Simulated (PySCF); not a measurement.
CH4F2OSn, SMILES [OH][Sn]([F])([CH3])[F].

Geometry optimised at B3LYP-D3(BJ)/def2-SVP. The structure was generated by enumeration; whether it is a known compound was not checked. The def2 effective core potentials stand for the cores of Sn; spin–orbit coupling is left out. One conformer was computed; it need not be the lowest.

Computed with TDA-CAM-B3LYP/def2-SVPD in PySCF.

Vertical excitations. Isolated molecule, no solvent. State labels are in the subgroup Cs.

```tsv
state	symmetry	energy (eV)	λ (nm)	f	main pairs
S1	A"	6.36	195	0.028	HOMO→LUMO 92 %
S2	A'	7.31	170	0.233	HOMO−1→LUMO 75 %
S3	A'	7.79	159	0.294	HOMO−2→LUMO 73 %
S4	A"	7.84	158	0.025	HOMO−3→LUMO 81 %
S5	A"	7.90	157	0.006	HOMO−4→LUMO 83 %
S6	A'	8.25	150	0.022	HOMO−5→LUMO 74 %
S7	A'	8.58	145	0.070	HOMO−6→LUMO 60 %
S8	A"	8.63	144	0.004	HOMO→LUMO+1 72 %
S9	A"	8.92	139	0.023	HOMO−1→LUMO+2 87 %
S10	A'	9.04	137	0.069	HOMO→LUMO+2 65 %
T1	A"	5.80	214	0	HOMO→LUMO 87 %
T2	A'	5.95	208	0	HOMO−1→LUMO 90 %
T3	A'	6.54	189	0	HOMO−2→LUMO 87 %
T4	A"	7.30	170	0	HOMO−3→LUMO 85 %
```
Triplets are in the Tamm–Dancoff approximation.
